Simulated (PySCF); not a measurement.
Delta-SCF ions had no search for a lower state. Excitations are Tamm–Dancoff values on a coarser integration grid. The basis has no diffuse functions, so Rydberg states are missing or too high.

## CH₃B₂N, SMILES `BBC#N` (charge 0, multiplicity 1)

The numbers are results of PBE0-D3(BJ)/def2-TZVP in PySCF, not measurements.

```yaml
HOMO: -9.04 eV
dipole_moment: 3.13 D
HOMO–LUMO gap: 6.02 eV
LUMO: -3.02 eV
S1 excitation (TDA): 4.24 eV
S1 oscillator strength: 0.002
T1 excitation (TDA): 3.65 eV
S1–T1 gap (TDA): 0.60 eV
vertical ionisation energy (Delta-SCF): 11.30 eV
total_energy: -3922.70 eV
cost: very roughly 50 core-seconds
```

```xyz
7

B     -1.1819    -0.2728     0.1639
B      0.2426     0.5424     0.2046
C      1.5659    -0.1501     0.5011
N      2.5531    -0.7028     0.7306
H     -1.6050    -0.7423    -0.8538
H     -1.8603    -0.3954     1.1435
H      0.2856     1.7211    -0.0014
```
Charge 0, spin multiplicity 1.
